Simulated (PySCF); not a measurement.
```xyz
5
charge -1 multiplicity 1, angstrom
Y     0.0000    0.0000    0.0000
H     1.1918    1.1918    1.1918
H    -1.1918    1.1918   -1.1918
H     1.1918   -1.1918   -1.1918
H    -1.1918   -1.1918    1.1918
```

All numbers come from PBE0 in PySCF with Y def2-TZVPD with ECP28, H def2-TZVPD; scalar-relativistic core potentials, no spin–orbit coupling; density-fitted integrals.

This geometry of YH₄⁻ is a stationary point at this level.

Q: What is the point group?

A: Td.

Q: Is it a minimum?

A: Yes: all harmonic wavenumbers are real.

Q: Which band is strongest in the infrared?

A: 1242 cm⁻¹ (t2), 3290 km/mol.

Q: What are the dipole moment and the gap between the highest occupied and lowest empty levels?

A: 0.00 D about the centre of mass and 5.78 eV.

Q: Give the ideal-gas entropy at 298.15 K and 1 bar by parts.

A: translation 165.4, rotation 58.3, vibration 15.6, spin 0.0; total 239.2 J/(mol K).

Stability towards spin polarisation was not tested. This need not be the most stable arrangement of these atoms. The lowest empty level of this anion is unbound, so it and the gap depend on the basis.
